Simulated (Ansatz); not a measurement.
CH$_{4}$Cl$_{3}$NSi, SMILES `CN[Si](Cl)(Cl)Cl`, relaxed with RKS PBE0-D4/def2-TZVP in Ansatz 0.2.0 from a PBE-D4/def2-SVP geometry. The force threshold is 0.005 eV/Å; the program also tests the step.

The species carries charge 0 and has multiplicity 1.

Start:

```xyz
10

C    -0.108   -1.207    0.837
N    -0.486    0.136    0.424
Si    0.199    1.009   -0.876
Cl    2.177    1.572   -0.607
Cl   -0.924    2.721   -1.122
Cl    0.164   -0.157   -2.581
H    -0.986   -1.761    1.229
H     0.689   -1.225    1.615
H     0.266   -1.773   -0.040
H    -0.991    0.687    1.122
```

| step | energy (eV) | largest force (eV/Å) | largest move (Å) |
| --- | --- | --- | --- |
| 1 | -48027.0936 | 0.540 | 0.000 |
| 2 | -48027.1538 | 0.259 | 0.040 |
| 3 | -48027.1582 | 0.096 | 0.025 |
| 4 | -48027.1585 | 0.113 | 0.033 |
| 5 | -48027.1592 | 0.032 | 0.006 |
| 6 | -48027.1596 | 0.007 | 0.024 |
| 7 | -48027.1599 | 0.019 | 0.049 |
| 8 (rejected) | -48027.1598 | 0.020 | 0.010 |
| 9 | -48027.1600 | 0.003 | 0.005 |
| 10 | -48027.1600 | 0.002 | 0.005 |

End:

```xyz
10

C    -0.084   -1.187    0.841
N    -0.502    0.130    0.401
Si    0.180    0.987   -0.873
Cl    2.154    1.448   -0.610
Cl   -0.863    2.719   -1.072
Cl    0.093   -0.104   -2.590
H    -0.943   -1.767    1.184
H     0.657   -1.147    1.647
H     0.360   -1.729    0.005
H    -1.051    0.650    1.067
```

Run time 29 s (8 threads of an Arm Neoverse V2 on a shared host); peak host memory 0.85 GiB.
